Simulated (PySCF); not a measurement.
## Field gradients at the hydrogen positions

Compound: C11H10.
Numbering: `[CH:1]#[C:2][c:3]1[cH:4][cH:5][cH:6][c:7]([CH2:8][CH:9]=[CH2:10])[cH:11]1` (hydrogens: H12 on C1; H13 on C4; H14 on C5; H15 on C6; H16, H17 on C8; H18 on C9; H19, H20 on C10; H21 on C11)

Geometry (GFN2-xTB, Å), atoms numbered from 1 in this order:
```xyz
21
C11H10 angstrom
C      4.3135   -0.0496    1.3798
C      3.2727    0.0225    0.7857
C      2.0436    0.0985    0.0858
C      1.9704    0.7636   -1.1370
C      0.7648    0.8240   -1.8100
C     -0.3648    0.2270   -1.2773
C     -0.3045   -0.4433   -0.0605
C     -1.5484   -1.0550    0.5276
C     -2.3601    0.0095    1.2053
C     -3.6057    0.3121    0.8940
C      0.9020   -0.4994    0.6175
H      5.2243   -0.1125    1.8969
H      2.8567    1.2259   -1.5461
H      0.7049    1.3407   -2.7570
H     -1.3049    0.2804   -1.8068
H     -2.1432   -1.5289   -0.2554
H     -1.2693   -1.8140    1.2636
H     -1.8413    0.5503    1.9864
H     -4.1399   -0.2106    0.1168
H     -4.1502    1.0874    1.4060
H      0.9705   -1.0115    1.5673
```

Level: PBE0/pcSseg-1 (PySCF, non-relativistic); Q(2H) = 0.00286 b; rigid geometry, the same for H and D, with no vibrational averaging.

Question: Rank these positions by the coupling χzz of a deuteron there, largest first.
A. H18 (vinylic hydrogen)
B. H12 (alkyne hydrogen)
C. H16 (methylene hydrogen)
D. H20 (vinylic hydrogen)

Answer: B (266 kHz), D (227 kHz), A (217 kHz), C (204 kHz).

What are Vzz, η and χzz (234.96 MHz × Q × Vzz) at all hydrogens?

| atom | bonded to | bond length (Å) | Vzz (au) | η | χzz (kHz) |
| --- | --- | --- | --- | --- | --- |
| H12 | C1 | 1.049 | 0.3966 | 0.00 | 266 |
| H13 | C4 | 1.080 | 0.3243 | 0.07 | 218 |
| H14 | C5 | 1.080 | 0.3258 | 0.06 | 219 |
| H15 | C6 | 1.080 | 0.3256 | 0.07 | 219 |
| H16 | C8 | 1.092 | 0.3029 | 0.01 | 204 |
| H17 | C8 | 1.094 | 0.3001 | 0.01 | 202 |
| H18 | C9 | 1.082 | 0.3224 | 0.06 | 217 |
| H19 | C10 | 1.078 | 0.3353 | 0.06 | 225 |
| H20 | C10 | 1.077 | 0.3379 | 0.05 | 227 |
| H21 | C11 | 1.081 | 0.3220 | 0.07 | 216 |

How does χzz go with the bond length over the 10 C–H bonds?

A straight-line fit has a slope of -14.9 kHz for each 0.01 Å, with a correlation coefficient of -1.00, over lengths from 1.049 to 1.094 Å. The longer bonds have the smaller couplings here.

Isolated species at its GFN2-xTB geometry (one conformer only). GFN2-xTB bond lengths can be off by several hundredths of an ångström, more for odd bonds, and the gradients follow them. The basis is small and wasn't made for field gradients, so the couplings can be 20 % off.
